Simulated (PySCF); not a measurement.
Species: phenylhydrazine, C6H8N2.
SMILES with atom numbers: `[NH2:1][NH:2][c:3]1[cH:4][cH:5][cH:6][cH:7][cH:8]1` (hydrogens: H9, H10 on N1; H11 on N2; H12 on C4; H13 on C5; H14 on C6; H15 on C7; H16 on C8)

The same species was optimised twice, with GFN2-xTB and with PBE0-D3(BJ)/def2-SVP (PySCF), and the same property calculations (PySCF, gas phase) were run on both structures.

```
     coordinate  GFN2-xTB  PBE0-D3(BJ)/def2-SVP  change
      N1–N2 (Å)     1.406                 1.375  -0.031
      C3–C8 (Å)     1.397                 1.408  +0.011
      C4–C5 (Å)     1.382                 1.393  +0.011
      C6–C7 (Å)     1.387                 1.397  +0.010
      C3–C4 (Å)     1.395                 1.405  +0.010
      C5–C6 (Å)     1.383                 1.392  +0.009
      C7–C8 (Å)     1.379                 1.388  +0.009
      N2–C3 (Å)     1.382                 1.377  -0.005
   N1–N2–C3 (°)     122.7                 123.7    +1.0
   C5–C6–C7 (°)     119.3                 118.7    -0.6
   N2–C3–C8 (°)     119.3                 119.9    +0.6
   C4–C5–C6 (°)     120.7                 121.1    +0.4
   C6–C7–C8 (°)     120.5                 120.9    +0.4
   C4–C3–C8 (°)     118.7                 118.4    -0.3
   N2–C3–C4 (°)     121.9                 121.7    -0.2
   C3–C8–C7 (°)     120.5                 120.6    +0.1
N1–N2–C3–C4 (°)       -21                   -12      +9
```

Rotational constants: A = 5069, B = 1535, C = 1191 MHz (GFN2-xTB) against A = 5037, B = 1528, C = 1182 MHz (PBE0-D3(BJ)/def2-SVP).

On the GFN2-xTB structure: HOMO (eV) -5.92 [PBE0/pcSseg-1]; LUMO (eV) -0.10 [PBE0/pcSseg-1]; dipole (D) 0.75 [PBE0/pcSseg-1]; GIAO shielding of N1 (ppm) 191.6 [PBE0/pcSseg-1]; GIAO shielding of N2 (ppm) 154.7 [PBE0/pcSseg-1]; GIAO shielding of C3 (ppm) 30.6 [PBE0/pcSseg-1]; GIAO shielding of C4/C8 (mean) (ppm) 73.7 [PBE0/pcSseg-1]; GIAO shielding of C5/C7 (mean) (ppm) 51.8 [PBE0/pcSseg-1]; GIAO shielding of C6 (ppm) 64.2 [PBE0/pcSseg-1].

**Question.** What do these properties become on the PBE0-D3(BJ)/def2-SVP structure?

**Answer.** 
```
                                    property          level  on GFN2-xTB  on PBE0-D3(BJ)/def2-SVP  change
                                   HOMO (eV)  PBE0/pcSseg-1        -5.92                    -5.83   +0.09
                                   LUMO (eV)  PBE0/pcSseg-1        -0.10                    -0.11   -0.01
                                  dipole (D)  PBE0/pcSseg-1         0.75                     0.71   -0.04
energy, GFN2-xTB geometry as zero (kcal/mol)  PBE0/pcSseg-1          0.0                     -0.2    -0.2
                  GIAO shielding of N1 (ppm)  PBE0/pcSseg-1        191.6                    198.6    +7.0
                  GIAO shielding of N2 (ppm)  PBE0/pcSseg-1        154.7                    159.9    +5.2
                  GIAO shielding of C3 (ppm)  PBE0/pcSseg-1         30.6                     29.9    -0.7
        GIAO shielding of C4/C8 (mean) (ppm)  PBE0/pcSseg-1         73.7                     73.0    -0.7
        GIAO shielding of C5/C7 (mean) (ppm)  PBE0/pcSseg-1         51.8                     49.2    -2.6
                  GIAO shielding of C6 (ppm)  PBE0/pcSseg-1         64.2                     62.6    -1.6
```

The heavy atoms differ by 0.033 Å rms after alignment. Among bonds between heavy atoms N1–N2 changes most (-0.031 Å). Changes are differences of the printed values. Neither structure is proved a minimum here.

Conformer computed: `[NH2:1][NH:2][c:3]1[cH:4][cH:5][cH:6][cH:7][cH:8]1`: N1–N2–C3–C4 -12°, H–N1–N2–C3 73°, H–N1–N2–C3 -48°.
